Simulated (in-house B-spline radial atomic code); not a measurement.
A fraction x of an electron is added to 3p in P, starting from [Ne] 3s2 3p3 and keeping the highest spin. Method: non-relativistic revTPSS, spin-polarised, spherical fractional occupations, point nucleus. Calculated with a radial B-spline atomic code at the basis-set limit.

| x | E(x) - E(0) (eV) | 3p down level (eV) |
| --- | --- | --- |
| 0 | 0.0000 | - |
| 0.1 | -0.3330 | -2.994 |
| 0.2 | -0.5995 | -2.341 |
| 0.3 | ? | ? |
| 0.4 | ? | ? |
| 0.5 | -1.0233 | -0.518 |

Task: What belongs in the row x = 0.3?

Result: An energy change of -0.8019 eV; 3p down at -1.711 eV.

Task: What belongs in the row x = 0.4?

Result: An energy change of -0.9425 eV; 3p down at -1.103 eV.

Task: Check Janak's theorem between x = 0.1 and 0.2.

Result: The slope of the energy is -2.67 eV; the orbital levels give -2.67 eV (ε of the filling orbital, averaged over the two points).

Task: Up to what added charge does this functional bind the extra electron?

Result: The highest level rises by about 5.9 eV per electron near x = 0.5 and would reach zero near x = 0.59, so a whole extra electron isn't bound at the basis-set limit.
